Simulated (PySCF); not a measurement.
Fractional electron number in Sb (antimony, neutral)

The 5p alpha orbital of [Kr] 4d10 5s2 5p3 is emptied in steps (occupation f), with all orbitals relaxed, ending at [Kr] 4d10 5s2 5p2. Computed with PySCF 2.14 in aug-cc-pVTZ-DK3, with the spin-free X2C one-electron Hamiltonian (Gaussian nucleus). The exact energy is a straight line in f; departures are measured from the line between the end points of the same method.

Task: Among UHF, LDA, PBE, PBE0, r2SCAN, LC-wPBE, BHandHLYP, wB97X, r2SCAN0, TPSS, which shows the largest delocalisation error (convex curve), and which is closest to linear?

Result: Most convex: LDA (-0.882 eV at f = 0.4); closest to linear: LC-wPBE (-0.008 eV).

```
  f  UHF (eV)  LDA (eV)  PBE (eV)  PBE0 (eV)  r2SCAN (eV)  LC-wPBE (eV)  BHandHLYP (eV)  wB97X (eV)  r2SCAN0 (eV)  TPSS (eV)
  1     0.000     0.000     0.000      0.000        0.000         0.000           0.000       0.000         0.000      0.000
0.8     0.081    -0.581    -0.564     -0.405       -0.532        -0.008          -0.257      -0.048        -0.385     -0.551
0.6     0.118    -0.877    -0.849     -0.607       -0.794        -0.010          -0.387      -0.075        -0.572     -0.828
0.4     0.116    -0.882    -0.851     -0.607       -0.788        -0.008          -0.388      -0.078        -0.566     -0.829
0.2     0.076    -0.591    -0.568     -0.404       -0.522        -0.003          -0.260      -0.055        -0.373     -0.551
  0     0.000     0.000     0.000      0.000        0.000         0.000           0.000       0.000         0.000      0.000
```

```tsv
method	E(f=0) − E(f=1) (eV)	−ε at f=1 (eV)	−ε at f=0.4 (eV)
UHF	8.580	9.097	8.471
LDA	9.132	5.531	9.844
PBE	8.968	5.464	9.669
PBE0	9.044	6.521	9.554
r2SCAN	9.163	5.827	9.849
LC-wPBE	9.104	9.053	9.124
BHandHLYP	8.858	7.259	9.176
wB97X	8.770	8.482	8.815
r2SCAN0	9.191	6.774	9.693
TPSS	8.982	5.551	9.676
```

Reference removal energy between the ground levels: 8.608 eV (measured; NIST Atomic Spectra Database, ionization energies). The calculation has no spin-orbit coupling. UHF lacks correlation.
